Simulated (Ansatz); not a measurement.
Gas-phase electronic energies from Ansatz, PBE0-D4/def2-TZVP geometries. CBS: MP2 limit from def2 TZ/QZ plus the TZ coupled-cluster correction, frozen cores. DFT in def2-TZVPP. B3LYP here is the variant with VWN-RPA as its local correlation; programs differ in this. def2 core potentials past Kr. For Sn outer-core shells are correlated without core-valence functions, which leaves a few kJ/mol of doubt a bond. One conformer a species, not always the lowest.

Reaction (redistribution): `S=C[SiH2][SnH3]` + `O[SiH2]CC[SiH3]` → `[SiH3]C[SiH2]C=S` + `O[SiH2][CH2][SnH3]`

`S=C[SiH2][SnH3]`:

Z-matrix (Å, degrees):
```
Si
C 1 1.875
Sn 1 2.572 2 106.8
H 1 1.490 2 109.7 3 118.0
H 1 1.482 2 109.7 3 -120.3
S 2 1.613 1 123.7 3 97.1
H 2 1.095 1 117.5 3 -79.8
H 3 1.707 1 110.7 2 176.9
H 3 1.707 1 109.9 2 57.0
H 3 1.705 1 109.9 2 -62.6
```

`O[SiH2]CC[SiH3]`:

```xyz
15

O     1.040    2.040   -0.515
Si   -0.180    1.754    0.558
C    -0.185    0.004    1.226
C    -0.643   -1.092    0.256
Si    0.479   -1.413   -1.215
H     0.996    1.589   -1.361
H     0.045    2.709    1.671
H    -1.509    2.015   -0.071
H    -0.843    0.018    2.106
H     0.818   -0.214    1.610
H    -0.740   -2.050    0.782
H    -1.643   -0.867   -0.133
H     0.013   -2.607   -1.969
H     1.884   -1.626   -0.780
H     0.468   -0.259   -2.166
```

`[SiH3]C[SiH2]C=S`:

Cartesian coordinates in Å:
```
Si -0.927 0.373 1.645
C 0.550 -0.433 0.819
Si 0.280 -0.837 -0.975
C 0.489 0.705 -2.039
S 1.017 2.123 -1.484
H -0.552 0.951 2.963
H -1.489 1.453 0.793
H -1.988 -0.648 1.860
H 1.408 0.245 0.880
H 0.805 -1.346 1.365
H -1.090 -1.368 -1.230
H 1.251 -1.842 -1.493
H 0.245 0.623 -3.103
```

`O[SiH2][CH2][SnH3]`:

Cartesian coordinates in Å:
```
O -1.997 0.710 0.771
Si -1.475 -0.232 -0.480
C 0.266 0.189 -0.977
Sn 1.671 -0.053 0.631
H -1.532 0.628 1.605
H -1.516 -1.678 -0.112
H -2.443 0.025 -1.575
H 0.596 -0.458 -1.795
H 0.327 1.225 -1.320
H 0.854 0.165 2.124
H 2.329 -1.627 0.603
H 2.920 1.105 0.525
```

Q: Is it downhill or uphill in electronic energy at CCSD(T)/CBS, and by how much? (Best estimate.)

A: Computed: Downhill: ΔE = -35.1 kJ/mol.

Q: What do these levels give: r2SCAN-D4, B3LYP-D4, ωB97X-V, ωB97M-V, PBE, r2SCAN, PBE0, B3LYP, SCS-MP2/def2-TZVPP, CCSD/def2-TZVPP, CCSD(T)/def2-TZVPP, MP2/CBS(def2)? (Best estimate.)

A: Ansatz gave: r2SCAN-D4 -25.9, B3LYP-D4 -23.0, ωB97X-V -29.4, ωB97M-V -33.3, PBE -14.1, r2SCAN -25.6, PBE0 -19.5, B3LYP -20.1, SCS-MP2/def2-TZVPP -38.3, CCSD/def2-TZVPP -34.3, CCSD(T)/def2-TZVPP -34.9, MP2/CBS(def2) -40.4 kJ/mol.

Largest T1 diagnostic among the species: 0.015.

From PBE to PBE0 (25 % exact exchange), in def2-TZVPP and without D4, ΔE moves by −5.4 kJ/mol. In def2-TZVPP, CCSD(T) changes the Hartree–Fock value by −3.6 kJ/mol (the triples alone add −0.6 kJ/mol) and MP2 by −8.8 kJ/mol.
